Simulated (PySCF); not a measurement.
Molecule: sum formula H$_{9}$Si$_{3}$NO (charge 0, singlet). 
Structure (B3LYP-D3(BJ)/def2-TZVP (Ansatz) minimum search):
SMILES: O([SiH2]N[SiH3])[SiH3]
```xyz
14

Si    -0.0666     0.1478    -0.9932
N     -1.4849     0.6675    -0.1787
Si    -2.6356    -0.2945     0.6896
O      1.2075    -0.0172     0.0208
Si     2.8036    -0.1336     0.3476
H     -0.3411    -1.1708    -1.5974
H      0.2827     1.1633    -2.0112
H     -1.5911     1.6697    -0.0922
H     -4.0198    -0.0034     0.2440
H     -2.3065    -1.7098     0.4143
H     -2.5799    -0.0547     2.1528
H      3.0111     0.1214     1.7896
H      3.5634     0.8641    -0.4430
H      3.2963    -1.4897     0.0120
```
Charge 0, spin multiplicity 1.

Dispersion corrections to the total energy (kcal/mol) from the dftd3 and dftd4 libraries through PySCF: D3(BJ) without and D4 with the three-body term, each with the damping fitted for the functional named.

```tsv
functional	D3(BJ)	D4
HSE06	-5.56	-6.15
B3LYP	-13.38	(withheld)
TPSS	-9.56	-10.28
revPBE	-17.69	(withheld)
CAM-B3LYP	-6.52	-6.72
PW6B95	-4.46	-6.35
PBE0	-6.69	(withheld)
```

Problem. Fill in the missing entries.

Solution. 
- B3LYP, D4: -12.30
- revPBE, D4: -21.80
- PBE0, D4: -6.55
